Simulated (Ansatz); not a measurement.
Ansatz (a program for electronic structure) input (revPBE/def2-TZVPD):

Ansatz 0.2 input:
```yaml
crystal:
  periodic: [false, false, false]
  atoms:
    - {symbol: C, position_ang: [1.49155745, 0.01377381, -0.10229575]}
    - {symbol: C, position_ang: [0.01839655, 0.00088164, -0.00965541]}
    - {symbol: F, position_ang: [-0.51882705, -1.03682039, -0.68398781]}
    - {symbol: F, position_ang: [-0.40977552, -0.10954708, 1.27536646]}
    - {symbol: F, position_ang: [-0.52624769, 1.13363991, -0.49994126]}
    - {symbol: H, position_ang: [2.01375806, 0.95104948, 0.00390204]}
    - {symbol: H, position_ang: [2.02017020, -0.92443409, -0.15513163]}
basis:
  gaussian:
    orbitals: def2-TZVPD
hamiltonian:
  xc: {name: revPBE}
magnetization: {spin_polarized: true, initial_magnetization: 1}
output: {forces: true}
```

End of the output:

```
integrals: 0.11 GiB planned
1041 factors; their error is unknown
0.36 GiB of the device are held for the grids
1.04 GiB of device memory are held for the factors and their scratch space
mean field: 1.06 GiB planned
mean field evaluation 1: about -10252.3830 eV, gradient 3.5e1 eV
mean field evaluation 2: about -10249.3539 eV, gradient 4.5e1 eV
mean field evaluation 4: about -10256.8632 eV, gradient 3.1e0 eV
mean field evaluation 8: about -10256.9000 eV, gradient 9.7e-2 eV
mean field evaluation 16: about -10256.8750 eV, gradient 9.8e-5 eV
mean field -10256.87499536 eV, -376.9332037197 hartree, gradient 2.9e-5 eV, S^2 0.753995; 0 other end points of the search recorded, 0 dependent functions left out
the calculation of the forces begins
reference -10256.87506153 eV, -376.9332061515 hartree; 21, 20 occupied and 191, 192 virtual orbitals, 1041 factors
Total energy: -10256.87506153 eV, -376.9332061515 hartree
Atom 0 at     1.491557     0.013774    -0.102296 Å, force     0.059015     0.002111    -0.022518 eV/Å
Atom 1 at     0.018397     0.000882    -0.009655 Å, force     0.424313     0.006345    -0.057722 eV/Å
Atom 2 at    -0.518827    -1.036820    -0.683988 Å, force    -0.309443    -0.660773    -0.436602 eV/Å
Atom 3 at    -0.409776    -0.109547     1.275366 Å, force    -0.231834    -0.071081     0.828913 eV/Å
Atom 4 at    -0.526248     1.133640    -0.499941 Å, force    -0.314173     0.722737    -0.319285 eV/Å
Atom 5 at     2.013758     0.951049     0.003902 Å, force     0.185128     0.273382     0.026760 eV/Å
Atom 6 at     2.020170    -0.924434    -0.155132 Å, force     0.186995    -0.272722    -0.019547 eV/Å
Dipole moment:     0.437487     0.002880    -0.016326 e Å
```

It need not be the lowest isomer of its formula.
